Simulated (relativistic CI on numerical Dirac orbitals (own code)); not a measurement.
## Slater and spin-orbit integrals, Hg²⁷⁺

Computed by Dirac-Coulomb-Breit CI, orbitals from a KLI potential per configuration, QED by a radiative potential, unscaled Slater integrals (own radial code, finite nucleus).

Slater integrals F^k, G^k are unscaled and averaged over j, outside the closed core [Ar] 3d10 4p6 4d10; ζ comes from projecting the Hamiltonian with its Breit term on Σ l·s of the shell.

- 4s²4f⁷: F^2(4f,4f) = 254730, F^4(4f,4f) = 165430, F^6(4f,4f) = 120770, ζ(4f) = 11954 cm⁻¹; <r>(4f) = 0.4081, <r^2>(4f) = 0.1919 (bohr units).
- 4s²4f⁶5s: F^2(4f,4f) = 257360, F^4(4f,4f) = 167240, F^6(4f,4f) = 122130, ζ(4f) = 12237, G^3(4f,5s) = 36576 cm⁻¹; <r>(4f) = 0.4046, <r^2>(4f) = 0.1885, <r>(5s) = 0.7298, <r^2>(5s) = 0.5934 (bohr units).
- 4s²4f⁵5s²: F^2(4f,4f) = 260200, F^4(4f,4f) = 169210, F^6(4f,4f) = 123600, ζ(4f) = 12522 cm⁻¹; <r>(4f) = 0.4009, <r^2>(4f) = 0.1849 (bohr units).

Averages of the first 5 configurations, taken without configuration mixing, which lowers the lowest level and can move excited configurations by several eV; other configurations of the list can lie among them:

| Configuration | Parity | States | Average energy above the lowest level (eV) |
| --- | --- | --- | --- |
| 4s²4f⁷ | odd | 3432 | 32.1 |
| 4s²4f⁶5s | even | 6006 | 155.7 |
| 4s²4f⁵5s² | odd | 2002 | 290.2 |
| 4s4f⁸ | even | 6006 | 750.0 |
| 4f⁹ | odd | 2002 | 1470.5 |
